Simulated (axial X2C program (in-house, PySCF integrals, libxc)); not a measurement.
# HfS⁻: from the spin-free to the two-component result

All values were computed with an in-house all-electron X2C program for linear molecules (integrals from PySCF). Spin-free means the one-electron spin-free X2C Hamiltonian; two-component (2c) means X2C with spin–orbit coupling and atomic mean-field two-electron Coulomb and Gaunt terms, so the difference of the two also holds small scalar two-electron terms. Basis: Hf dyall-acv3z [14s15p10d7f4g], S dyall-av3z [9s8p3d2f] (cores contracted in-house); Gaussian nuclei, density fitting, unrestricted open shells. Masses: Hf 179.947 u, S 31.972 u.

Spin-free state: M_S = 1/2, Λ = 2 (beyond evenly filled blocks: δ+α); fragments Hf + S-.

```csv
level,Re (Å),ωe (cm⁻¹),De (eV),μ (D)
PBE0,2.240,457.3,5.032,-3.33
TPSSh,2.242,451.8,5.014,-3.07
```

Dipoles are positive if S is the positive end and refer to the centre of mass.

**Question.** Within this multiplet, which Ω should lie lowest by the rule for regular and inverted multiplets?

**Answer.** The open δ shell holds one electron, so the multiplet is regular: Ω = Λ − 1/2 = 3/2. The PBE0 2c search agrees.

Two-component determinant lowest at the distance of the search:

Ω = 3/2 (⟨Sz⟩ = -0.48, ⟨Lz⟩ = 1.98 at PBE0); fragments Hf + S-.

```csv
level,Re (Å),ωe (cm⁻¹),μ (D)
PBE0,2.241,455.6,-3.34
TPSSh,2.244,450.1,-3.07
```

**Question.** From the two tables, how do the constants change at the PBE0 level (2c against spin-free)?

**Answer.** At the PBE0 level Re goes up by 0.001 Å and ωe goes down by 1.7 cm⁻¹.

Occupations by symmetry block were frozen at the best pattern of an incomplete PBE0 search. Dissociation energies refer to the lowest single-determinant-based atoms at the same level and basis. De is not given where an atomic determinant may have missed its ground term or J level, or where the truncated virtual space spoils (T). Density functionals use the spin component along the axis (collinear). Other states lie close and PBE0, whose exact exchange favours high spin, may order them wrongly; the determinant shown need not be the ground state. The nearest other spin-free determinant of the search, M_S = 1/2, Λ = 1, lies 0.23 eV up at the distance of the search. The functionals have no current-density term, which raises determinants with orbital currents, atoms included. The highest occupied level of some functionals is positive through self-interaction error; at Hartree–Fock it is bound. The determinant is spin-polarised beyond a pure state at some levels (its spin-free form has ⟨S²⟩ too high), which makes Re and μ there less reliable.
